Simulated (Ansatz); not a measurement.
Gas-phase electronic energies from Ansatz, PBE0-D4/def2-TZVP geometries. CCSD(T)/CBS is the MP2 limit (def2-TZVPP, def2-QZVPP) plus CCSD(T) − MP2 in def2-TZVPP, frozen cores. This one scheme is used for every species. DFT in def2-TZVPP. Elements past krypton have def2 core potentials. For In outer-core shells are correlated without core-valence functions, which leaves a few kJ/mol of doubt a bond.

Reaction (ligand exchange at the In–S bond): `C[S][InH2]` + HCl → `[Cl][InH2]` + CH₃SH

`C[S][InH2]`:

Cartesian coordinates in Å:
```
C -0.762 -0.507 -1.126
S 0.859 0.302 -0.950
In 1.035 0.672 1.389
H -1.394 0.105 -1.768
H -1.258 -0.642 -0.165
H -0.620 -1.482 -1.592
H -0.326 0.117 2.279
H 2.466 1.436 1.933
```

HCl:

Z-matrix (Å, degrees):
```
Cl
H 1 1.279
```

`[Cl][InH2]`:

Cartesian coordinates in Å:
```
Cl 0.953 0.633 1.741
In -0.119 -0.079 -0.217
H 0.984 -0.480 -1.454
H -1.817 -0.074 -0.069
```

CH₃SH:

Cartesian coordinates in Å:
```
C -0.267 0.136 -0.389
S 1.224 0.052 0.626
H -0.578 -0.852 -0.726
H -0.007 0.735 -1.262
H -1.083 0.629 0.139
H 0.711 -0.699 1.612
```

```tsv
level	ΔE (kJ/mol)
PBE0-D4	-36.8
BLYP	-42.2
MP2/def2-SVP	-40.2
CCSD(T)/def2-TZVPP	-35.7
```

**Question.** What does CCSD(T)/CBS give? (An estimate is asked.)

**Answer.** Ansatz gave: -35.9 kJ/mol. The listed levels differ from it by -0.9, -6.3, -4.3, 0.2 kJ/mol.

Largest T1 diagnostic among the species: 0.014.

The D4 term adds +5.2 kJ/mol with B3LYP and +2.9 kJ/mol with PBE0; it sums over pairs of atoms, weighted by their polarisabilities, and B3LYP, whose exchange is more repulsive, gets the larger term. At CCSD(T), def2-SVP lies −4.2 kJ/mol from the extrapolated value and def2-TZVPP +0.1 kJ/mol.

B3LYP here is the variant with VWN-RPA as its local correlation; programs differ in this.
